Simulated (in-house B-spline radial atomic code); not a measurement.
**Cd II (Cd+): [Ar] (3d3/2)4 (3d5/2)5 4s2 4p6 4d10 5s1 (7d3/2)1 (an excited or competing configuration)**

All numbers are computed (Dirac-Hartree-Fock, average of the jj configuration; Fermi nucleus of rms radius 4.6087 fm) with an all-electron radial atomic-structure program (B-spline basis), not measured.

Effective charges: Z_r = [3n² - l(l+1)]/(2<r>) from the radius, Z_e = n√(-2ε) from the energy, and Slater's rules. Values are occupation-weighted means over j. An effective charge above Z reflects the relativistic contraction of the inner shells.

| shell | electrons | ε (eV) | <r> (bohr) | Z_r | Z_e | Slater |
| --- | --- | --- | --- | --- | --- | --- |
| 1s | 2 | -26924 | 0.03039 | 49.36 | 44.48 | 47.70 |
| 2s | 2 | -4133.1 | 0.131 | 45.80 | 34.86 | 43.85 |
| 2p | 6 | -3710.8 | 0.1147 | 43.60 | 33.03 | 43.85 |
| 3s | 2 | -841.8 | 0.3538 | 38.15 | 23.60 | 36.75 |
| 3p | 6 | -698.66 | 0.3524 | 35.47 | 21.50 | 36.75 |
| 3d | 9 | -478.77 | 0.3308 | 31.74 | 17.80 | 27.20 |
| 4s | 2 | -156.47 | 0.8672 | 27.68 | 13.57 | 21.10 |
| 4p | 6 | -111.28 | 0.9389 | 24.50 | 11.44 | 21.10 |
| 4d | 10 | -43.446 | 1.16 | 18.11 | 7.15 | 9.85 |
| 5s | 1 | -24.405 | 2.457 | 15.26 | 6.70 | 5.70 |
| 7d | 1 | -2.102 | 18.02 | 3.91 | 2.75 | 2.00 |

The least bound orbital is 7d3/2 at -2.102 eV, and it is also the most diffuse (<r> = 18.02 bohr). The part-filled 3d shell lies below the filled 4d shell in orbital energy.

For the 1s electron the small component carries 3.1 % of the norm, the zero-frequency Breit interaction raises the level by 59.47 eV, self-energy by 33.35 eV, and vacuum polarisation lowers it by 4.252 eV.
